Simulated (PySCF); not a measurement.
Job file and geometry (Å, from GFN2-xTB) of an NMR shielding run on `InChI=1S/C4H8BN3/c1-4(2-6)5(8)3-7/h4-5H,1,8H3/t4-,5-/m0/s1`, GIAO PBE0/pcSseg-1 NMR shielding, non-relativistic, gas phase in PySCF; density fitting, a coarse starting grid and PySCF grid level 2 are the driver's defaults:

```
$ OMP_NUM_THREADS=1 python probes_run.py task.json out

{"job": {"kind": "nmr", "xc": "PBE0", "basis": "pcSseg-1"}, "charge": 0, "multiplicity": 1}
C     -1.438384     0.326764    -0.943766
C     -0.688496     0.703811     0.343548
C     -1.209492    -0.050038     1.440644
N     -1.519976    -0.759137     2.289526
B      0.945674     0.408207     0.295388
N      1.122008    -1.216382     0.424540
C      1.543824     0.800849    -1.078646
N      1.991677     1.078205    -2.099107
H     -1.386930    -0.745672    -1.132444
H     -0.995209     0.846747    -1.789675
H     -2.490162     0.602673    -0.880376
H     -0.850963     1.766403     0.545843
H      1.529379     0.900878     1.206407
H      2.103826    -1.467044     0.501397
H      0.721149    -1.671046    -0.393024
H      0.614476    -1.516275     1.258333
```

**Question.** Write the output of this run.

**Answer.** 
```
coarse grid: 13576 points
cycle   1  E = -345.7967219667  dE =  9.172e-01  |g| = 5.293e-01  |ddm| = 3.541e+00
cycle   2  E = -345.6673145960  dE =  1.294e-01  |g| = 9.715e-01  |ddm| = 1.312e+00
cycle   3  E = -345.8651970263  dE = -1.979e-01  |g| = 1.805e-01  |ddm| = 7.617e-01
cycle   4  E = -345.8728167300  dE = -7.620e-03  |g| = 4.962e-02  |ddm| = 1.787e-01
cycle   5  E = -345.8733586609  dE = -5.419e-04  |g| = 1.561e-02  |ddm| = 4.674e-02
cycle   6  E = -345.8734019822  dE = -4.332e-05  |g| = 7.362e-03  |ddm| = 1.389e-02
cycle   7  E = -345.8734127457  dE = -1.076e-05  |g| = 1.819e-03  |ddm| = 5.567e-03
cycle   8  E = -345.8734134899  dE = -7.443e-07  |g| = 2.290e-04  |ddm| = 1.503e-03
final grid: 131992 points
cycle   9  E = -345.9132490753  dE = -5.491e-05  |g| = 7.666e-03  |ddm| = 3.666e-02
cycle  10  E = -345.9132467313  dE =  2.344e-06  |g| = 8.546e-03  |ddm| = 1.317e-02
cycle  11  E = -345.9132629724  dE = -1.624e-05  |g| = 1.182e-03  |ddm| = 6.472e-03
cycle  12  E = -345.9132632012  dE = -2.288e-07  |g| = 5.961e-04  |ddm| = 1.169e-03
cycle  13  E = -345.9132632723  dE = -7.117e-08  |g| = 1.422e-04  |ddm| = 4.446e-04
cycle  14  E = -345.9132632768  dE = -4.440e-09  |g| = 3.417e-05  |ddm| = 1.172e-04
cycle  15  E = -345.9132632770  dE = -2.083e-10  |g| = 1.546e-05  |ddm| = 3.199e-05
converged SCF energy = -345.9132632770

GIAO shielding tensors (ppm)
atom      isotropic    diamagn.    paramagn.     s11        s22        s33       span
  0 C      169.992     247.394     -77.403    156.623    167.484    185.868     29.245
  1 C      174.650     251.620     -76.970    164.418    169.976    189.555     25.137
  2 C       53.456     264.125    -210.669    -69.488    -62.812    292.669    362.158
  3 N      -23.333     341.293    -364.626   -186.248   -170.512    286.760    473.008
  4 B      124.608     186.181     -61.573    117.992    126.714    129.118     11.126
  5 N      224.580     318.413     -93.832    215.945    219.629    238.167     22.221
  6 C       53.551     262.028    -208.477    -67.162    -63.474    291.288    358.451
  7 N      -75.480     339.607    -415.087   -262.686   -243.167    279.414    542.100
  8 H       31.031      31.789      -0.758     27.046     30.149     35.898      8.852
  9 H       29.924      30.967      -1.042     24.563     28.849     36.361     11.798
 10 H       30.038      29.085       0.953     25.125     27.699     37.289     12.164
 11 H       29.900      30.128      -0.228     25.741     27.259     36.699     10.958
 12 H       29.319      28.931       0.387     27.431     27.513     33.012      5.581
 13 H       28.608      28.328       0.281     22.291     24.142     39.393     17.102
 14 H       28.716      31.897      -3.182     22.874     26.389     36.884     14.010
 15 H       27.400      31.618      -4.218     19.403     25.175     37.620     18.217
```

Size and cost of the density-fitted run: 176 basis functions, 27 s wall time on 1 thread of an Arm Neoverse V1, shared host; peak memory 0.79 GiB.
